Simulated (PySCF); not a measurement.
In(CF3)(F)2 (CF₅In), SMILES [F][In]([F])[C](F)(F)F. Atoms are numbered in the order given.

```xyz
7

In    -0.0234     0.1735     0.6374
C      0.0415    -0.4079    -1.4949
F     -0.8954     0.2282    -2.2061
F     -0.1516    -1.7250    -1.6382
F      1.2371    -0.1062    -2.0213
F     -0.9946     1.7154     1.3322
F      0.9044    -0.7848     2.0600
```

The structure is a stationary point at r2SCAN-D4/def2-SVP. The structure was generated by enumeration; whether it is a known compound was not checked. The def2 effective core potentials stand for the cores of In; spin–orbit coupling is left out.

Level of theory: PBE0/def2-TZVP run with PySCF.

Isolated molecule, no solvent.

* **total energy**: -727.23154 hartree
* **highest occupied level**: -9.66 eV
* **lowest empty level**: -2.82 eV
* **orbital gap**: 6.84 eV
* **dipole moment**: 1.93 D
* **quadrupole, principal values (traceless, Buckingham form, about the centre of nuclear charge)**: -7.74, -5.74, 13.48 D·Å
* **mean static polarisability**: 44.8 bohr³ (6.64 Å³)
* **polarisability, principal values**: 34.9, 43.6, 56.0 bohr³
